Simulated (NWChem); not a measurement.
# Lowest excitation of Cu2

```xyz
2

Cu     0.0000     0.0000     1.0765
Cu     0.0000     0.0000    -1.0765
```
Charge 0, spin multiplicity 1.

The numbers come from NWChem runs, not from measurements. All single points use one geometry, from PBE/def2-SVP, a minimum by its harmonic frequencies.

Basis set: def2-SVPD.

```
method    lowest vertical singlet excitation energy (eV)  relative cost  difference from EOM-CCSD
--------  ----------------------------------------------  -------------  ------------------------
TD-PBE0                                             2.42        under 3                     -0.18
TD-PBE                                              1.48        under 3                     -1.12
EOM-CCSD                                            2.60            200                      0.00
CIS                                                 3.15              1                     +0.54
```

The values span 1.67 eV, from TD-PBE (lowest) to CIS (highest). Relative cost: rough, from shared machines, SCF included, CIS = 1.

The correlated methods keep 18 core orbitals frozen. The structure started from a generated list of species. No row is a measurement; the coupled-cluster row has its own basis-set and correlation limits.
